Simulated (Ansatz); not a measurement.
**Nudged elastic band run: C$_{2}$H$_{8}$GeN$_{2}$O**

Input:

```yaml
crystal:
  periodic: [false, false, false]
  atoms:
    - { symbol: "N", position_ang: [1.878892, 0.680406, 0.60689] }
    - { symbol: C, position_ang: [0.492863, 1.038857, 0.560211] }
    - { symbol: "N", position_ang: [-0.379382, 0.167559, -0.220817] }
    - { symbol: Ge, position_ang: [-0.945823, -1.52731, 0.347847] }
    - { symbol: C, position_ang: [-0.791425, 0.531315, -1.456131] }
    - { symbol: O, position_ang: [-1.466176, -0.156177, -2.160377] }
    - { symbol: H, position_ang: [2.280385, 0.597524, -0.309705] }
    - { symbol: H, position_ang: [2.036738, -0.180763, 1.098014] }
    - { symbol: H, position_ang: [0.406712, 2.045943, 0.151143] }
    - { symbol: H, position_ang: [0.120985, 1.084585, 1.582831] }
    - { symbol: H, position_ang: [-0.361124, -1.648958, 1.762658] }
    - { symbol: H, position_ang: [-2.468471, -1.581672, 0.395408] }
    - { symbol: H, position_ang: [-0.359918, -2.611299, -0.552547] }
    - { symbol: H, position_ang: [-0.457255, 1.53089, -1.776626] }
basis:
  gaussian: { orbitals: def2-SVP }
hamiltonian:
  xc: hf
neb:
  order_check: false
  images: 1
  f_tol: 0.05
  max_iterations: 60
  climbing: false
  final_atoms:
    - { symbol: "N", position_ang: [1.86650219, 0.82543878, 0.06521442] }
    - { symbol: C, position_ang: [0.51568462, 0.91670523, 0.56212245] }
    - { symbol: "N", position_ang: [-0.38250937, 0.06834013, -0.19314907] }
    - { symbol: Ge, position_ang: [-1.16056265, -1.52047585, 0.42174434] }
    - { symbol: C, position_ang: [-0.65074534, 0.38388815, -1.48474768] }
    - { symbol: O, position_ang: [-1.34428868, -0.28338768, -2.18961233] }
    - { symbol: H, position_ang: [2.46751099, 1.50011687, 0.5039142] }
    - { symbol: H, position_ang: [2.25730443, -0.08670274, 0.22165687] }
    - { symbol: H, position_ang: [0.19930668, 1.95922509, 0.47786487] }
    - { symbol: H, position_ang: [0.4117166, 0.64648752, 1.61669636] }
    - { symbol: H, position_ang: [-0.66820777, -1.63284488, 1.87199597] }
    - { symbol: H, position_ang: [-2.68157839, -1.40889343, 0.38674897] }
    - { symbol: H, position_ang: [-0.66073038, -2.70986082, -0.39371561] }
    - { symbol: H, position_ang: [-0.18240193, 1.31286366, -1.83793477] }
  initial_path:
    images:
      - { positions_ang: [[1.878892, 0.680406, 0.60689], [0.492863, 1.038857, 0.560211], [-0.379382, 0.167559, -0.220817], [-0.945823, -1.52731, 0.347847], [-0.791425, 0.531315, -1.456131], [-1.466176, -0.156177, -2.160377], [2.280385, 0.597524, -0.309705], [2.036738, -0.180763, 1.098014], [0.406712, 2.045943, 0.151143], [0.120985, 1.084585, 1.582831], [-0.361124, -1.648958, 1.762658], [-2.468471, -1.581672, 0.395408], [-0.359918, -2.611299, -0.552547], [-0.457255, 1.53089, -1.776626]] }
      - { positions_ang: [[1.94256516, 0.72574827, 0.29347124], [0.48205074, 0.88991791, 0.64744868], [-0.37808814, 0.05565209, -0.2298763], [-1.05115543, -1.49465804, 0.46903578], [-0.58739776, 0.43329032, -1.59393049], [-1.29548259, -0.2591387, -2.33547322], [2.25674538, 1.55501432, -0.2976751], [2.3315974, -0.09784654, 0.6637249], [0.17264171, 1.97082979, 0.60645283], [0.36711299, 0.59538798, 1.7347116], [-0.72927529, -1.68655023, 1.98257514], [-2.64765992, -1.38712921, 0.38811331], [-0.68781661, -2.69958916, -0.35428004], [-0.18883665, 1.3699712, -1.94549934]] }
      - { positions_ang: [[1.86650219, 0.82543878, 0.06521442], [0.51568462, 0.91670523, 0.56212245], [-0.38250937, 0.06834013, -0.19314907], [-1.16056265, -1.52047585, 0.42174434], [-0.65074534, 0.38388815, -1.48474768], [-1.34428868, -0.28338768, -2.18961233], [2.46751099, 1.50011687, 0.5039142], [2.25730443, -0.08670274, 0.22165687], [0.19930668, 1.95922509, 0.47786487], [0.4117166, 0.64648752, 1.61669636], [-0.66820777, -1.63284488, 1.87199597], [-2.68157839, -1.40889343, 0.38674897], [-0.66073038, -2.70986082, -0.39371561], [-0.18240193, 1.31286366, -1.83793477]] }
```

Launched with:

```bash
$ ansatz run input.yaml --threads 2 --pin off --max-ram 3072MiB --backend cpu --events-out ev --progress --plain --runs-dir out
```

Output, in part (warnings, iteration lines, the closing report on the highest movable image, with atoms numbered from 0):

```
NEB end point (image 0): max|allowed force component| = 1.261e-2 eV/Å (the criterion of neb.relax_end_points is 1.000e-2)
NEB end point (image 2): max|allowed force component| = 1.479e-2 eV/Å (the criterion of neb.relax_end_points is 1.000e-2)
NEB iter   1: max|band force component| = 4.546e0 eV/Å  barrier→ = 1.4170 eV  barrier← = 1.3551 eV  Δτ_max = 0.2000 Å  (118 SCF iters)
NEB iter   2: max|band force component| = 2.740e0 eV/Å  barrier→ = 0.4337 eV  barrier← = 0.3717 eV  Δτ_max = 0.2000 Å  (36 SCF iters)
NEB iter   3: max|band force component| = 3.229e0 eV/Å  barrier→ = 0.3860 eV  barrier← = 0.3241 eV  Δτ_max = 0.0957 Å  (36 SCF iters)
NEB iter   4: max|band force component| = 1.179e0 eV/Å  barrier→ = 0.1446 eV  barrier← = 0.0827 eV  Δτ_max = 0.0901 Å  (36 SCF iters)
NEB iter   5: max|band force component| = 3.296e-1 eV/Å  barrier→ = 0.0620 eV  barrier← = 0.0000 eV  Δτ_max = 0.0270 Å  (39 SCF iters)
NEB iter   6: max|band force component| = 2.164e-1 eV/Å  barrier→ = 0.0620 eV  barrier← = 0.0000 eV  Δτ_max = 0.0359 Å  (37 SCF iters)
NEB iter   7: max|band force component| = 1.281e-1 eV/Å  barrier→ = 0.0620 eV  barrier← = 0.0000 eV  Δτ_max = 0.0154 Å  (38 SCF iters)
NEB iter   8: max|band force component| = 5.427e-2 eV/Å  barrier→ = 0.0620 eV  barrier← = 0.0000 eV  Δτ_max = 0.0132 Å  (38 SCF iters)
NEB iter   9: max|band force component| = 3.771e-2 eV/Å  barrier→ = 0.0620 eV  barrier← = 0.0000 eV  Δτ_max = 0.0000 Å  (79 SCF iters)
Total energy: -63649.22079142 eV, -2339.0657210932 hartree
Atom 0 at     1.866502     0.825439     0.065214 Å, force    -0.008629     0.011671     0.000225 eV/Å
Atom 1 at     0.515685     0.916705     0.562122 Å, force     0.004431     0.008295     0.001167 eV/Å
Atom 2 at    -0.382509     0.068340    -0.193149 Å, force    -0.003500    -0.006736     0.009345 eV/Å
Atom 3 at    -1.160563    -1.520476     0.421744 Å, force    -0.000040     0.002692    -0.001419 eV/Å
Atom 4 at    -0.650745     0.383888    -1.484748 Å, force     0.003616     0.008817    -0.003192 eV/Å
Atom 5 at    -1.344289    -0.283388    -2.189612 Å, force    -0.002279    -0.003606    -0.004287 eV/Å
Atom 6 at     2.467511     1.500117     0.503914 Å, force    -0.001910     0.004488    -0.000798 eV/Å
Atom 7 at     2.257304    -0.086703     0.221657 Å, force     0.004347    -0.014793     0.002213 eV/Å
Atom 8 at     0.199307     1.959225     0.477865 Å, force     0.003891    -0.003879    -0.000585 eV/Å
Atom 9 at     0.411717     0.646488     1.616696 Å, force     0.000680    -0.003171    -0.002378 eV/Å
Atom 10 at    -0.668208    -1.632845     1.871996 Å, force     0.000124    -0.000404    -0.000171 eV/Å
Atom 11 at    -2.681578    -1.408893     0.386749 Å, force    -0.000074     0.000229     0.000794 eV/Å
Atom 12 at    -0.660730    -2.709861    -0.393716 Å, force     0.000353    -0.001458    -0.000147 eV/Å
Atom 13 at    -0.182402     1.312864    -1.837935 Å, force    -0.001009    -0.002146    -0.000767 eV/Å
Dipole moment:     0.474681     0.249802     0.820671 e Å
```

It converged. The highest image is an end point: on this band no image between the ends rises above it. So few images can step over the top or miss a turn of the path.

Final band (atoms are numbered from 1 in the order of the input):

```
image  path coordinate (Å)  energy (kJ/mol)  height of N1 over the plane of its neighbours (Å)
    0                 0.00              0.0                                              -0.34
    1                 1.17              2.9                                              -0.34
    2                 2.34              6.0                                               0.36
```

The run took 40 s on 2 threads of Arm Neoverse V1 (shared host), peak memory 0.43 GiB.
